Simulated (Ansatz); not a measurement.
Cartesian coordinates in Å:
```
C 1.1549 -0.7803 -0.8983
C 0.7293 -0.8507 0.3745
C -0.3302 0.0812 0.6300
C -0.7051 0.8465 -0.4253
Se 0.2943 0.4565 -1.9529
H 1.1301 -1.5239 1.1213
H -0.7993 0.1670 1.6033
H -1.4741 1.6038 -0.4525
```

Charge 0, multiplicity 2.

Problem. List the PBE0/def2-TZVPP orbital energies in eV (the Gaussian-basis code of Ansatz). (Best estimate.)

Solution. Computed: α occupied: -12362.36, -1585.14, -1422.17, -1422.13, -1422.10, -279.90, -279.12, -278.67, -278.55, -215.57, -159.15, -159.02, -158.92, -59.14, -59.13, -59.02, -58.92, -58.92, -24.44, -20.42, -20.31, -15.85, -15.08, -14.01, -11.67, -10.93, -10.72, -9.75, -8.07, -7.16, -7.10. α empty: -0.73, 0.02, 1.42, 1.70, 2.27, 2.79, 3.12, 3.61. β occupied: -12362.35, -1585.13, -1422.16, -1422.12, -1422.10, -279.41, -279.12, -278.63, -278.57, -215.56, -159.13, -159.01, -158.91, -59.13, -59.11, -59.01, -58.91, -58.91, -24.17, -20.32, -19.94, -15.67, -14.87, -13.44, -11.55, -10.66, -10.61, -9.66, -7.16, -6.87. β empty: -2.94, -0.44, 0.17, 1.53, 1.77, 2.49, 2.86, 3.21. ⟨S²⟩ = 0.765.
